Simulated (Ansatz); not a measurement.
```xyz
9

C     0.485   -0.621   -1.504
B    -0.279   -0.670   -0.176
Ge   -0.536    0.560    1.433
H     0.158   -1.340   -2.260
H     1.514   -0.905   -1.225
H     0.560    0.377   -1.951
H     0.008   -0.139    2.692
H    -2.044    0.785    1.646
H     0.133    1.954    1.346
```

Total charge 0; spin multiplicity 2.

(1) List the PBE/def2-TZVPP orbital energies in eV (Ansatz). (An estimate is asked.)

Results:

(1) Ansatz gave: α occupied: -10804.05, -1337.44, -1190.85, -1190.84, -1190.84, -268.86, -178.06, -162.01, -113.45, -113.44, -113.42, -29.29, -29.28, -29.24, -29.21, -29.21, -17.83, -13.82, -10.77, -10.34, -10.19, -8.25, -8.19, -7.53, -4.14. α empty: -2.91, -0.07, 0.69, 1.05, 1.31, 1.41, 1.86, 2.07. β occupied: -10804.04, -1337.43, -1190.85, -1190.84, -1190.84, -268.86, -177.80, -162.00, -113.44, -113.43, -113.42, -29.28, -29.27, -29.23, -29.21, -29.19, -17.74, -13.71, -10.48, -10.20, -10.03, -8.19, -8.08, -7.33. β empty: -2.45, -2.23, 0.01, 0.84, 1.18, 1.49, 1.57, 2.02. ⟨S²⟩ = 0.753.
